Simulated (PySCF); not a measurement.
Task: Write Cartesian coordinates for `CO[SiH](NC=O)OC` as optimised with PBE0-D3(BJ)/def2-SVP.

Result: 
```xyz
17
C3H9NO3Si angstrom
C      0.0448    2.8234    0.2198
O     -0.4852    1.6857    0.8468
Si     0.0921    0.1537    0.6509
N     -1.1833   -0.7667    1.4449
C     -1.1152   -2.1206    1.4891
O     -0.2180   -2.7541    0.9742
O      0.2257   -0.1372   -0.9607
C      0.9948   -1.1306   -1.5925
H      0.2407    2.6451   -0.8511
H      0.9865    3.1490    0.6974
H     -0.6818    3.6451    0.3072
H      1.3996   -0.0749    1.3177
H     -1.9807   -0.3043    1.8688
H     -1.9509   -2.6125    2.0414
H      0.8707   -1.0247   -2.6804
H      0.6763   -2.1391   -1.2864
H      2.0688   -1.0237   -1.3577
```

Any rigid rotation of these coordinates is as good. Atoms count from 1 in this order. The C–O distances run from 1.213 Å (C5=O6, drawn double) to 1.406 Å (O7–C8, drawn single), a spread of 0.193 Å. Si3 (oxygen-bound silicon) is distorted tetrahedral (angles from 100.3° to 114.1°). N4 (amide nitrogen) is planar (angles 121.3°, 120.0° and 118.7°, sum 360.0°, 0.00 Å off the plane of its three neighbours). Of the pairs four or more bonds apart, O6···H16 is among the closest relative to their van der Waals radii: 2.51 Å, 92 % of the sum of Bondi's values.

Bonds between heavy atoms (Å): C1–O2 1.403, O2–Si3 1.649, Si3–N4 1.762, N4–C5 1.356, C5=O6 1.213, Si3–O7 1.643, O7–C8 1.406.

Method: PBE0-D3(BJ)/def2-SVP geometry optimisation, gas phase (PySCF).

Point group: C1 (no symmetry element, even within 0.4 Å). Stationary, but not proved a minimum. One conformer, not necessarily the lowest (C1–O2–Si3–N4 -170°, O2–Si3–N4–C5 179°, Si3–N4–C5–O6 -2°, O2–Si3–O7–C8 161°).

The run took 3.9 min on an Arm Neoverse V2 with one thread, no GPU, shared host with 32 logical CPUs at a one-minute load of 15, and the process peaked at 0.67 GiB of memory. This is the geometry optimisation.
